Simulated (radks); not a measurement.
Problem. These are the eigenvalues of the occupied orbitals of an atom or ion with whole-number occupations (hartree). Calculated with a radial shooting solver on a logarithmic mesh with Libxc functionals: scalar-relativistic Kohn-Sham, PBE, spin-polarised, spherical densities, point nucleus.

1s up: -1.90146
1s down: -1.89315
2s up: -0.11863

Which element is it, and in what charge state? The configuration may be excited. Open shells, if any, are filled with parallel spins first.

Solution. Z = 3, lithium, charge 0: Li in [He] 2s1. The list shows which subshells hold electrons but not how many an open one holds; the 1s level, -1.9015 hartree, gives Z - s = 2.0 by -(Z - s)^2/2, which with screening and relativity narrows Z to a few neighbours, and the depths of the outer levels then fix element, charge and occupations together.
